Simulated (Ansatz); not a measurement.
Input file for Ansatz (a quantum-chemistry and plane-wave program): R-HF/def2-TZVPP on H3Si (SMILES [SiH3-]). Charge -1.

Ansatz 0.2 input:
```yaml
crystal:
  periodic: [false, false, false]
  atoms:
    - {symbol: Si, position_ang: [-0.00099586, 0.00011160, 0.12038669]}
    - {symbol: H, position_ang: [-0.53289204, 1.20338147, -0.67655247]}
    - {symbol: H, position_ang: [1.31743772, -0.13629511, -0.66000425]}
    - {symbol: H, position_ang: [-0.76789420, -1.06895244, -0.67638991]}
basis:
  gaussian:
    orbitals: def2-TZVPP
hamiltonian:
  xc: {name: HF}
total_charge: -1
accuracy: high
phonons: {}
scf: {lower_state_search: off}
```

Output:

```
WARN ansatz: RAYON_NUM_THREADS=2 ignored (pool sized by the plan → 2); use --threads N
Functional definition: HF
these checks for a lower state are left out or cut short: stability, starts, cluster_reference, orbital_swaps, neighbouring_geometries, increment
integrals: 0.07 GiB planned
1495 factors; integrals over basis functions are off by at most 2.0e-9 eV
mean field: 0.17 GiB planned
mean field evaluation 1: about -7908.0448 eV, gradient 1.0e1 eV
mean field evaluation 2: about -7908.0454 eV, gradient 1.0e1 eV
mean field evaluation 4: about -7908.6897 eV, gradient 1.1e0 eV
mean field evaluation 8: about -7908.6997 eV, gradient 6.2e-4 eV
mean field -7908.69968418 eV, -290.6393526845 hartree, gradient 2.4e-8 eV, S^2 0.000000; 0 other end points of the search recorded, 0 dependent functions left out
the calculation of the forces begins
reference -7908.69968418 eV, -290.6393526845 hartree; 9, 9 occupied and 75, 75 virtual orbitals, 1495 factors
these checks for a lower state are left out or cut short: stability, starts, cluster_reference, orbital_swaps, neighbouring_geometries, increment
integrals: 0.07 GiB planned
1495 factors; integrals over basis functions are off by at most 2.0e-9 eV
mean field: 0.17 GiB planned
mean field evaluation 16: about -7908.6996 eV, gradient 3.0e-5 eV
mean field -7908.69963161 eV, -290.6393507526 hartree, gradient 9.1e-9 eV, S^2 0.000000; 0 other end points of the search recorded, 0 dependent functions left out
the calculation of the forces begins
reference -7908.69963161 eV, -290.6393507526 hartree; 9, 9 occupied and 75, 75 virtual orbitals, 1495 factors
these checks for a lower state are left out or cut short: stability, starts, cluster_reference, orbital_swaps, neighbouring_geometries, increment
integrals: 0.07 GiB planned
1495 factors; integrals over basis functions are off by at most 2.0e-9 eV
mean field: 0.17 GiB planned
mean field -7908.69963140 eV, -290.6393507450 hartree, gradient 9.8e-9 eV, S^2 0.000000; 0 other end points of the search recorded, 0 dependent functions left out
the calculation of the forces begins
reference -7908.69963140 eV, -290.6393507450 hartree; 9, 9 occupied and 75, 75 virtual orbitals, 1495 factors
these checks for a lower state are left out or cut short: stability, starts, cluster_reference, orbital_swaps, neighbouring_geometries, increment
integrals: 0.07 GiB planned
1495 factors; integrals over basis functions are off by at most 2.0e-9 eV
mean field: 0.17 GiB planned
mean field evaluation 32: about -7908.6991 eV, gradient 9.7e-2 eV
mean field -7908.69963302 eV, -290.6393508042 hartree, gradient 2.5e-8 eV, S^2 0.000000; 0 other end points of the search recorded, 0 dependent functions left out
the calculation of the forces begins
reference -7908.69963302 eV, -290.6393508042 hartree; 9, 9 occupied and 75, 75 virtual orbitals, 1495 factors
these checks for a lower state are left out or cut short: stability, starts, cluster_reference, orbital_swaps, neighbouring_geometries, increment
integrals: 0.07 GiB planned
1495 factors; integrals over basis functions are off by at most 2.0e-9 eV
mean field: 0.17 GiB planned
mean field -7908.69963287 eV, -290.6393507988 hartree, gradient 2.6e-8 eV, S^2 0.000000; 0 other end points of the search recorded, 0 dependent functions left out
the calculation of the forces begins
reference -7908.69963287 eV, -290.6393507988 hartree; 9, 9 occupied and 75, 75 virtual orbitals, 1495 factors
these checks for a lower state are left out or cut short: stability, starts, cluster_reference, orbital_swaps, neighbouring_geometries, increment
integrals: 0.07 GiB planned
1495 factors; integrals over basis functions are off by at most 2.0e-9 eV
mean field: 0.17 GiB planned
mean field -7908.69965028 eV, -290.6393514388 hartree, gradient 1.4e-8 eV, S^2 0.000000; 0 other end points of the search recorded, 0 dependent functions left out
the calculation of the forces begins
reference -7908.69965028 eV, -290.6393514388 hartree; 9, 9 occupied and 75, 75 virtual orbitals, 1495 factors
these checks for a lower state are left out or cut short: stability, starts, cluster_reference, orbital_swaps, neighbouring_geometries, increment
integrals: 0.07 GiB planned
1495 factors; integrals over basis functions are off by at most 2.0e-9 eV
mean field: 0.17 GiB planned
mean field evaluation 64: about -7908.6997 eV, gradient 1.4e-8 eV
mean field -7908.69965051 eV, -290.6393514472 hartree, gradient 1.4e-8 eV, S^2 0.000000; 0 other end points of the search recorded, 0 dependent functions left out
the calculation of the forces begins
reference -7908.69965051 eV, -290.6393514472 hartree; 9, 9 occupied and 75, 75 virtual orbitals, 1495 factors
these checks for a lower state are left out or cut short: stability, starts, cluster_reference, orbital_swaps, neighbouring_geometries, increment
integrals: 0.07 GiB planned
1495 factors; integrals over basis functions are off by at most 2.0e-9 eV
mean field: 0.17 GiB planned
mean field -7908.69967385 eV, -290.6393523050 hartree, gradient 9.6e-9 eV, S^2 0.000000; 0 other end points of the search recorded, 0 dependent functions left out
the calculation of the forces begins
reference -7908.69967385 eV, -290.6393523050 hartree; 9, 9 occupied and 75, 75 virtual orbitals, 1495 factors
these checks for a lower state are left out or cut short: stability, starts, cluster_reference, orbital_swaps, neighbouring_geometries, increment
integrals: 0.07 GiB planned
1495 factors; integrals over basis functions are off by at most 2.0e-9 eV
mean field: 0.17 GiB planned
mean field -7908.69967399 eV, -290.6393523100 hartree, gradient 9.3e-9 eV, S^2 0.000000; 0 other end points of the search recorded, 0 dependent functions left out
the calculation of the forces begins
reference -7908.69967399 eV, -290.6393523100 hartree; 9, 9 occupied and 75, 75 virtual orbitals, 1495 factors
these checks for a lower state are left out or cut short: stability, starts, cluster_reference, orbital_swaps, neighbouring_geometries, increment
integrals: 0.07 GiB planned
1495 factors; integrals over basis functions are off by at most 2.0e-9 eV
mean field: 0.17 GiB planned
mean field -7908.69965041 eV, -290.6393514433 hartree, gradient 1.4e-8 eV, S^2 0.000000; 0 other end points of the search recorded, 0 dependent functions left out
the calculation of the forces begins
reference -7908.69965041 eV, -290.6393514433 hartree; 9, 9 occupied and 75, 75 virtual orbitals, 1495 factors
these checks for a lower state are left out or cut short: stability, starts, cluster_reference, orbital_swaps, neighbouring_geometries, increment
integrals: 0.07 GiB planned
1495 factors; integrals over basis functions are off by at most 2.0e-9 eV
mean field: 0.17 GiB planned
mean field evaluation 96: about -7908.6997 eV, gradient 1.4e-8 eV
mean field -7908.69965018 eV, -290.6393514348 hartree, gradient 1.4e-8 eV, S^2 0.000000; 0 other end points of the search recorded, 0 dependent functions left out
the calculation of the forces begins
reference -7908.69965018 eV, -290.6393514348 hartree; 9, 9 occupied and 75, 75 virtual orbitals, 1495 factors
these checks for a lower state are left out or cut short: stability, starts, cluster_reference, orbital_swaps, neighbouring_geometries, increment
integrals: 0.07 GiB planned
1495 factors; integrals over basis functions are off by at most 2.0e-9 eV
mean field: 0.17 GiB planned
mean field -7908.69967747 eV, -290.6393524378 hartree, gradient 2.2e-8 eV, S^2 0.000000; 0 other end points of the search recorded, 0 dependent functions left out
the calculation of the forces begins
reference -7908.69967747 eV, -290.6393524378 hartree; 9, 9 occupied and 75, 75 virtual orbitals, 1495 factors
these checks for a lower state are left out or cut short: stability, starts, cluster_reference, orbital_swaps, neighbouring_geometries, increment
integrals: 0.07 GiB planned
1495 factors; integrals over basis functions are off by at most 2.0e-9 eV
mean field: 0.17 GiB planned
mean field -7908.69967747 eV, -290.6393524377 hartree, gradient 2.8e-8 eV, S^2 0.000000; 0 other end points of the search recorded, 0 dependent functions left out
the calculation of the forces begins
reference -7908.69967747 eV, -290.6393524377 hartree; 9, 9 occupied and 75, 75 virtual orbitals, 1495 factors
these checks for a lower state are left out or cut short: stability, starts, cluster_reference, orbital_swaps, neighbouring_geometries, increment
integrals: 0.07 GiB planned
1495 factors; integrals over basis functions are off by at most 2.0e-9 eV
mean field: 0.17 GiB planned
mean field -7908.69967057 eV, -290.6393521843 hartree, gradient 1.2e-8 eV, S^2 0.000000; 0 other end points of the search recorded, 0 dependent functions left out
the calculation of the forces begins
reference -7908.69967057 eV, -290.6393521843 hartree; 9, 9 occupied and 75, 75 virtual orbitals, 1495 factors
these checks for a lower state are left out or cut short: stability, starts, cluster_reference, orbital_swaps, neighbouring_geometries, increment
integrals: 0.07 GiB planned
1495 factors; integrals over basis functions are off by at most 2.0e-9 eV
mean field: 0.17 GiB planned
mean field evaluation 128: about -7908.6997 eV, gradient 1.3e-8 eV
mean field -7908.69967040 eV, -290.6393521781 hartree, gradient 1.3e-8 eV, S^2 0.000000; 0 other end points of the search recorded, 0 dependent functions left out
the calculation of the forces begins
reference -7908.69967040 eV, -290.6393521781 hartree; 9, 9 occupied and 75, 75 virtual orbitals, 1495 factors
Total energy: -7908.69968418 eV, -290.6393526845 hartree
Atom 0 at    -0.000996     0.000112     0.120387 Å, force     0.000001    -0.000000    -0.000103 eV/Å
Atom 1 at    -0.532892     1.203381    -0.676552 Å, force    -0.000004     0.000008     0.000034 eV/Å
Atom 2 at     1.317438    -0.136295    -0.660004 Å, force     0.000008    -0.000001     0.000034 eV/Å
Atom 3 at    -0.767894    -1.068952    -0.676390 Å, force    -0.000005    -0.000007     0.000034 eV/Å
Dipole moment:     0.000572    -0.000064    -0.069106 e Å
Vibrations: 961.89 1036.38 1036.38 1939.84 1939.84 1986.15 cm⁻¹, zero-point energy 0.551760 eV
Checks for a lower state left out: stability, starts, cluster_reference, orbital_swaps, neighbouring_geometries, increment
```

Self-consistency was reached.

Cost: about 24 core-seconds (a rough figure).
